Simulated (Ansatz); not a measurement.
Start from `N[Si](O)(Cl)Br` and change one atom or group to get `O[Si](Cl)(Br)Br`.

Ansatz, PBE0-D4/def2-TZVP geometries, multiplicity 1. Each molecule was computed in one conformer, which needn't be the lowest.

Scalar relativity is left out up to krypton.

```tsv
property	`N[Si](O)(Cl)Br`
HOMO energy (ωB97M-V/def2-TZVPP) / eV	-10.33
LUMO energy (B3LYP/def2-TZVPP) / eV	-0.09
HOMO energy (PBE0/def2-TZVPP) / eV	-8.05
HOMO–LUMO gap (PBE0/def2-TZVPP) / eV	8.30
HOMO energy (B3LYP/def2-TZVPP) / eV	-7.78
HOMO energy (PBE/def2-TZVPP) / eV	-6.64
```

(1) What does the change do to each property? (Estimate.)

Answers

(1) Computed: 
| property | `O[Si](Cl)(Br)Br` | shift |
| --- | --- | --- |
| HOMO energy (ωB97M-V/def2-TZVPP) / eV | -10.85 | -0.52 |
| LUMO energy (B3LYP/def2-TZVPP) / eV | -0.95 | -0.86 |
| HOMO energy (PBE0/def2-TZVPP) / eV | -8.66 | -0.61 |
| HOMO–LUMO gap (PBE0/def2-TZVPP) / eV | 7.97 | -0.33 |
| HOMO energy (B3LYP/def2-TZVPP) / eV | -8.38 | -0.60 |
| HOMO energy (PBE/def2-TZVPP) / eV | -7.35 | -0.71 |

With PBE0 the HOMO falls by 0.61 eV and the LUMO falls by 0.94 eV, so the gap narrows by about 0.33 eV. PBE moves the HOMO by -0.71 eV and ωB97M-V by -0.52 eV. The zero-point energy changes by -67.0 kJ/mol with -6 modes.

B3LYP here is the variant with VWN-RPA as its local correlation; programs differ in this.

Spin–orbit coupling is left out; it splits and shifts lone-pair levels of the heavy atoms by tenths of an eV.
